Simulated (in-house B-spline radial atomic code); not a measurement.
What moves the levels of the lutetium ion Lu⁺ ([Xe] 4f14 6s2)? Level of theory: Dirac-Hartree-Fock, average of configuration, Fermi nucleus of rms radius 5.37 fm; calculated with a B-spline radial code for spherical atoms.

Baseline run (computed): total energy -14572.2888 hartree, 1s1/2 at -2341.6 hartree, 6s1/2 at -12.772 eV with <r> = 3.423 bohr.

Scaling the speed of light c (a factor of 100 is close to the non-relativistic limit):

| c/c0 | ΔE (hartree) | 6s1/2 level (eV) | 6s1/2 <r> (bohr) |
| --- | --- | --- | --- |
| 0.9 | -203.25 | -13.0298 | 3.359 |
| 0.98 | -34.583 | -12.8147 | 3.412 |
| 1.02 | 32.148 | -12.7318 | 3.434 |
| 3 | 650.32 | -12.0157 | 3.632 |
| 100 | 721.01 | -11.9392 | 3.655 |

Changing the nucleus:

```csv
nucleus,ΔE (eV)
Gaussian nucleus of rms radius 5.37 fm,-0.337
uniform spherical nucleus of rms radius 5.37 fm,0.0838
Gaussian nucleus of rms radius 0.01 fm,-51.3
Fermi nucleus of rms radius 5.2626 fm,-1.73
Fermi nucleus of rms radius 5.4774 fm,1.75
```

A larger nucleus binds the electrons less, roughly as the density at the nucleus times the change of the nuclear <r²>. At equal rms radius the shape enters only through higher moments. A radius of 0.01 fm is nearly a point.

The nuclear charge is raised by 0.1. What does the Hellmann-Feynman theorem predict for the energy, and what is found?

dE/dZ ≈ -Σ<1/r>, which is -510.211 at the start and -511.311 at the end; their mean times 0.1 is -51.076 hartree, and the two runs differ by -51.074 hartree.
